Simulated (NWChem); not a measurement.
System: SiH cation, singlet

NWChem input:

```
start job
memory heap 200 mb stack 900 mb global 1100 mb
charge 1
geometry units angstroms
  Si     0.000000     0.000000    -0.112089
  H      0.000000     0.000000     1.413456
end
basis spherical
  * library def2-tzvpd
end
dft
  xc hfexch
  iterations 150
end
driver
  maxiter 120
end
task dft optimize
task dft freq
```

Parts of the log:

```
             Northwest Computational Chemistry Package (NWChem) 7.3.0
             --------------------------------------------------------

 ORDER OF PRIMARY AXIS IS BEING SET TO 4
 C4V symmetry detected

                             Geometry "geometry" -> ""
                             -------------------------

 Output coordinates in angstroms (scale by  1.889725989 to convert to a.u.)

  No.       Tag          Charge          X              Y              Z
 ---- ---------------- ---------- -------------- -------------- --------------
    1 Si                  14.0000     0.00000000     0.00000000    -0.10170300
    2 H                    1.0000     0.00000000     0.00000000     1.42384200

 Effective nuclear repulsion energy (a.u.)       4.8562851217

      Symmetry information
      --------------------

 Group name             C4v
 Group number             18
 Group order               8
 No. of unique centers     2

                                Z-matrix (autoz)
                                --------

 Units are Angstrom for bonds and degrees for angles

      Type          Name      I     J     K     L     M      Value
      ----------- --------  ----- ----- ----- ----- ----- ----------
    1 Stretch                  1     2                       1.52555

  xc_inp: hfexch multiplicative factor not found.

                           NWChem Geometry Optimization
                           ----------------------------

 maximum gradient threshold         (gmax) =   0.000450
 rms gradient threshold             (grms) =   0.000300
 maximum cartesian step threshold   (xmax) =   0.001800
 rms cartesian step threshold       (xrms) =   0.001200
 fixed trust radius                (trust) =   0.300000
 source of zmatrix                         =   autoz

          -------------------
          Energy Minimization
          -------------------

 Using diagonal initial Hessian
 Scaling for Hessian diagonals: bonds = 1.00  angles = 0.25  torsions = 0.10

          --------
          Step   0

                                 NWChem DFT Module
                                 -----------------

[...]

      ----------------------
      Optimization converged
      ----------------------

  Step       Energy      Delta E   Gmax     Grms     Xrms     Xmax
  ---- ---------------- -------- -------- -------- -------- --------
@    2    -289.15935927 -5.0D-07  0.00003  0.00003  0.00071  0.00123
                                     ok       ok       ok       ok

                                Z-matrix (autoz)
                                --------

 Units are Angstrom for bonds and degrees for angles

      Type          Name      I     J     K     L     M      Value     Gradient
      ----------- --------  ----- ----- ----- ----- ----- ---------- ----------
    1 Stretch                  1     2                       1.49583    0.00003

                         Geometry "geometry" -> "geometry"
                         ---------------------------------

 Output coordinates in angstroms (scale by  1.889725989 to convert to a.u.)

  No.       Tag          Charge          X              Y              Z
 ---- ---------------- ---------- -------------- -------------- --------------
    1 Si                  14.0000     0.00000000     0.00000000    -0.08684725
    2 H                    1.0000     0.00000000     0.00000000     1.40898625

 Effective nuclear repulsion energy (a.u.)       4.9527447109

      Symmetry information
      --------------------

 Group name             C4v
 Group number             18
 Group order               8
 No. of unique centers     2

                Final and change from initial internal coordinates
                --------------------------------------------------

                                Z-matrix (autoz)
                                --------

 Units are Angstrom for bonds and degrees for angles

[...]

 Rotational Constants
 --------------------
 A=   0.000000 cm-1  (  0.000000 K)
 B=   7.744939 cm-1  ( 11.142991 K)
 C=   7.744939 cm-1  ( 11.142991 K)

 Temperature                      =   298.15K
 frequency scaling parameter      =   1.0000

 Linear Molecule

 Zero-Point correction to Energy  =    3.242 kcal/mol  (  0.005166 au)
 Thermal correction to Energy     =    4.722 kcal/mol  (  0.007525 au)
 Thermal correction to Enthalpy   =    5.314 kcal/mol  (  0.008469 au)

 Total Entropy                    =   44.526 cal/mol-K
   - Translational                =   36.010 cal/mol-K (mol. weight =  28.9848)
   - Rotational                   =    8.515 cal/mol-K (symmetry #  =        1)
   - Vibrational                  =    0.000 cal/mol-K

 Cv (constant volume heat capacity) =    4.970 cal/mol-K
   - Translational                  =    2.979 cal/mol-K
   - Rotational                     =    1.986 cal/mol-K
   - Vibrational                    =    0.004 cal/mol-K

[normal modes left out]

 ----------------------------------------------------------------------------
 Normal Eigenvalue ||           Projected Infra Red Intensities
  Mode   [cm**-1]  || [atomic units] [(debye/angs)**2] [(KM/mol)] [arbitrary]
 ------ ---------- || -------------- ----------------- ---------- -----------
    1       -0.000 ||    0.034501           0.796        33.633       9.977
    2       -0.000 ||    0.001553           0.036         1.514       0.449
    3        0.000 ||    0.028154           0.650        27.446       8.142
    4        0.000 ||    0.012556           0.290        12.240       3.631
    5        0.000 ||    0.039157           0.903        38.172      11.324
    6     2268.569 ||    0.091553           2.112        89.250      26.476
 ----------------------------------------------------------------------------
```

Level: Hartree-Fock/def2-TZVPD. Low-valent species are run as closed-shell singlets; no triplet was tried in these runs.
